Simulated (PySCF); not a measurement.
**Basis-set dependence of LiSb at PBE**

PySCF, UKS reference; triplet, unpaired electrons π ↑↑; De to Li + Sb without counterpoise correction.

```tsv
basis	relativity	functions	Re (Å)	ωe (cm⁻¹)	De (eV)	μ (D)
def2-SVP	scalar-relativistic core potentials	35	2.631	382	1.57	-6.01
x2c-SVPall	spin-free X2C	45	2.626	387	1.61	-5.72
aug-cc-pVDZ/aug-cc-pVDZ-PP	scalar-relativistic core potentials	55	2.640	382	1.58	-5.97
```

How does each smaller set differ from the one with most functions, aug-cc-pVDZ/aug-cc-pVDZ-PP?

def2-SVP: -0.9 pm, +0.0 % in ωe, -0.01 eV in De; x2c-SVPall: -1.4 pm, +1.3 % in ωe, +0.03 eV in De. All at PBE; the set with most functions is neither the basis-set limit nor always the best. The rows treat relativity differently, so the differences are not basis effects alone.

A positive dipole means Li(−)Sb(+). These are scalar-relativistic numbers at best; spin–orbit coupling would shift them, the dissociation energy most. The state was picked by a PBE0 search and need not be the measured ground state.
